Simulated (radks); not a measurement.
Results of a calculation; reference values are marked as such.
Excited configurations of the gold ion Au3+: one electron is placed in a higher orbital outside [Xe] 4f14 5d7. The ground configuration is [Xe] 4f14 5d8. Level of theory: Dirac Kohn-Sham, PBE, spin-unpolarised, spherical densities, finite nucleus; open shells are shared between the two j in proportion to 2j + 1; Fermi nuclear charge, rms radius 5.4371 fm (a radial shooting solver on a logarithmic mesh with Libxc functionals). Excitation = E - E(ground); binding = E(ion) - E, where the ion is the core of charge +4; n* = 4/sqrt(2 binding) in atomic units, and the quantum defect is n - n*. Eigenvalue and <r> are those of j = l + 1/2.

outer orbital  excitation (eV)  binding (eV)     n*  quantum defect  <r> (bohr)
5f                      32.452        15.243  3.779           1.221       3.668
6s                       8.065        39.630  2.344           3.656       2.241
6p                      18.022        29.673  2.709           3.291       2.773
6d                      29.083        18.612  3.420           2.580       3.850
6f                      37.594        10.101  4.642           1.358       6.659
7s                      28.774        18.921  3.392           3.608       4.459
7p                      32.119        15.576  3.738           3.262       5.265
7d                      36.443        11.252  4.399           2.601       6.790
7f                      40.701         6.994  5.579           1.421       10.38

The Delta-SCF ionisation energy is 47.695 eV (NIST Atomic Spectra Database: 45 eV, theoretical). Self-interaction in the functional shifts the binding energies and quantum defects, so they are the method's values and not measured ones. Spin polarisation and multiplet splitting are left out, so open shells lie too high by an amount that depends on their filling. Sharing an open shell by 2j + 1 raises it above the true ground level by a part of the spin-orbit splitting, which enters the differences from NIST.

Beside tabulated values, note that spin-unpolarised runs miss the spin-polarisation part of the exchange energy of open shells.
